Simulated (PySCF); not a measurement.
M06-L on V⁺ (vanadium, charge +1)

Configuration: [Ar] 3d4, high-spin 5D determinant. Computed with PySCF 2.14 in x2c-SVPall (5s3p3d1f, 36 functions), with scalar relativity by spin-free X2C-1e.

- Total energy: -948.730 hartree
- One-electron energy: -1298.042 hartree
- Hartree (Coulomb) energy: 394.917 hartree
- Exchange-correlation energy: -45.604 hartree
- ⟨S²⟩: 6.0003
- ⟨L²⟩: 7.522
- Sum of ⟨r⟩: 16.73 bohr
- Sum of ⟨r²⟩: 23.77 bohr²
- Traceless quadrupole moment −½Σ⟨3z² − r²⟩ along its main axis: -2.56 e·bohr²
- Langevin diamagnetic susceptibility: -18.8 ×10⁻⁶ cm³/mol
- Time after the integrals: 2 s of wall time on 1 thread of Neoverse-N1 (shared host)

| shell | electrons | mean orbital energy (eV) | spread (eV) | rms radius, mean of both spins (bohr) |
| --- | --- | --- | --- | --- |
| 1s α | 1 | -5382.0 | 0 | 0.0768 |
| 1s β | 1 | -5382.0 | 0 | 0.0768 |
| 2s α | 1 | -614.28 | 0 | 0.333 |
| 2s β | 1 | -612.79 | 0 | 0.333 |
| 2p α | 3 | -511.12 | 0.132 | 0.303 |
| 2p β | 3 | -510.00 | 0.344 | 0.303 |
| 3s α | 1 | -77.857 | 0 | 1.02 |
| 3s β | 1 | -73.910 | 0 | 1.02 |
| 3p α | 3 | -50.426 | 0.035 | 1.11 |
| 3p β | 3 | -46.434 | 1.041 | 1.11 |
| 3d α | 4 | -10.454 | 0.958 | 1.83 |

⟨L²⟩ = 7.52 against 6 for a pure D term, so this real determinant mixes terms.

Densities and radii are taken from the X2C orbitals without a picture-change correction, which distorts them close to the nucleus.
